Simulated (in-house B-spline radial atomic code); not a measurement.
Checks on a self-consistent run for the bromine ion Br⁶⁺, [Ne] 3s2 3p5 3d10 4s1 6d1. Level of theory: Dirac-Hartree-Fock, average of configuration, Fermi nucleus of rms radius 4.1629 fm; calculated with a B-spline radial code for spherical atoms.

| orbital | q | ε (Eh) | <1/r> | <r²> | small-component weight |
| --- | --- | --- | --- | --- | --- |
| 1s1/2 | 2 | -503.32694 | 35.6676 | 0.00245824 | 0.016114 |
| 2s1/2 | 2 | -71.69550 | 7.99072 | 0.041972 | 0.0032112 |
| 2p1/2 | 2 | -64.78458 | 7.91612 | 0.0325715 | 0.0031728 |
| 2p3/2 | 4 | -63.01930 | 7.65995 | 0.0339997 | 0.0030995 |
| 3s1/2 | 2 | -14.39176 | 2.63667 | 0.33814 | 0.00078364 |
| 3p1/2 | 1.6667 | -12.02795 | 2.52955 | 0.348101 | 0.0007386 |
| 3p3/2 | 3.3333 | -11.75683 | 2.47215 | 0.359515 | 0.00072135 |
| 3d3/2 | 4 | -7.44964 | 2.2363 | 0.376855 | 0.00060772 |
| 3d5/2 | 6 | -7.40534 | 2.2212 | 0.381168 | 0.00060246 |
| 4s1/2 | 1 | -4.27102 | 0.968816 | 2.12811 | 0.00017497 |
| 6d3/2 | 0.4 | -0.87829 | 0.25299 | 35.1378 | 3.1318e-05 |
| 6d5/2 | 0.6 | -0.87722 | 0.252614 | 35.2297 | 3.128e-05 |

Electron-electron repulsion V_ee = 886.7523 hartree.

(1) What total energy follows from the eigenvalues?

(2) Does the Dirac virial theorem hold?

(3) What diamagnetic shielding (Lamb formula) and susceptibility (Langevin formula) do the radii give?

## Answers

(1) The eigenvalues count the repulsion twice, so E = Σqε - V_ee = -1699.090 - 886.752 = -2585.842 hartree; the run printed -2585.842.

(2) For a point nucleus E = -2c²Σq·w, with w the small-component weight. Here Σq·w = 0.068849 and c = 137.0360, so the ratio E/(-2c²Σq·w) is 1.000015; the finite nucleus accounts for the departure from 1.

(3) σ = (α²/3)Σq<1/r> = 175.012/(3·137.036²) = 3106.6 ppm, and χ = -0.79199×10⁻⁶·Σq<r²> = -34.74×10⁻⁶ cm³/mol with Σq<r²> = 43.86 bohr². Both are non-relativistic formulas without the paramagnetism of open shells.
